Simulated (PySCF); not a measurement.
CH7Si2, SMILES [SiH2]C[SiH3], multiplicity 2.

Geometry optimised at PBE0-D3(BJ)/def2-SVP. The isomer is the one that the SMILES or the coordinates give; other isomers of the formula were not compared.

Two levels are set side by side: PBE/def2-TZVPD (PySCF) and PBE0/def2-TZVPD (PySCF). Same geometry, gas phase. Differences are taken from unrounded values.

| quantity | PBE0 | PBE | PBE minus PBE0 |
|---|---|---|---|
| α-spin orbital gap (eV) | 5.92 | 4.12 | -1.80 |
| β-spin orbital gap (eV) | 6.56 | 4.39 | -2.17 |
| dipole moment (D) | 0.93 | 0.94 | 0.02 |
| mean polarisability (bohr³) | 74.1 | 77.1 | 3.0 |

Loosely held outer electrons make PBE densities more polarisable. Differences between two approximate levels are no errors against the true value.

Rough cost on one machine, each run with all the roots and properties that it gave: PBE0 against PBE within a factor of 2.
